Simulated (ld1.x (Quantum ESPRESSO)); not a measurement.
**boron (B): one change to an RRKJ potential, before and after**

* Element: boron (B)
* Generator: ld1.x (Quantum ESPRESSO) 7.5
* Type: norm-conserving RRKJ (Kleinman–Bylander form)
* Functional: PBEsol
* Relativity: scalar-relativistic
* Frozen core: [He]
* Valence charge: 3
* Reference configuration: 2s1.5 2p1.5
* Partial waves: 2p (bound): rc 4.20 bohr; 2s (bound): rc 1.00 bohr
* Local potential: the s channel
* Core correction: a·sin(br)/r model core inside 0.85 bohr
* rho0: 0.005

Change: type TM; local potential all-electron potential smoothed inside 4.00 bohr (lloc = -2); rho0 0.

Cutoffs: the cutoffs (Ry, on a coarse ladder) from which the occupation-weighted sum of valence levels, in a spherical-Bessel basis at the reference potential, stays within 10 and 1 mRy of its value at 400 Ry; they do not see the model core or the augmentation charge, which bear on the density cutoff. Errors are all-electron minus pseudo energies relative to the spin-unpolarised reference configuration.

Task: What does the change do?

Result: The potential gets neither clearly harder nor softer (55 Ry and 140 Ry → 55 Ry and 140 Ry); the s channel sets the loose cutoff, while the largest relative change is in p, which becomes harder; of the 7 tests that both files solve, the error grows in 0 and shrinks in 7 by more than 15 % and 0.3 meV (median size 95.7 → 62.7 meV); the range in which the s phases agree narrows (upper end 2.1 → 0.0); neither file shows a bound ghost at the reference potential, the only one tested. Several settings change at once here, so the effects cannot be laid on one of them.

```tsv
quantity	base	changed
cutoff, loose	55 Ry	55 Ry
cutoff, tight	140 Ry	140 Ry
loose cutoff by channel (10 mRy a level)	p 6 Ry, s 45 Ry	s 45 Ry, p 8 Ry
bound ghosts	none	none
error for 2s2 2p1, meV [ΔE -2.91 eV]	-22	-15
error for 2s2 2p0, meV [ΔE 5.23 eV]	+478	+325
error for 2s1 2p0, meV [ΔE 30.49 eV]	+1426	+997
error for 2s2 2p1.3, meV [ΔE -3.63 eV]	-36	-29
error for 2s0 2p3, meV [ΔE 8.75 eV]	-191	-135
error for 2s2 2p0.5, meV [ΔE -0.05 eV]	+96	+63
error for 2s1 2p2, meV [ΔE 2.91 eV]	-21	-15
s: phases at 4.52 bohr within 0.05 rad from the reference energy up to (Ry; the scan ends near 5)	2.1	0.0
p: phases at 4.52 bohr within 0.05 rad from the reference energy up to (Ry; the scan ends near 5)	0.2	0.1
```

Base: These tests converged, but a pseudo level misses the all-electron one widely, so the file describes the atom poorly there or has found another state: 2s1 2p0: empty 2p by 2.6 eV.
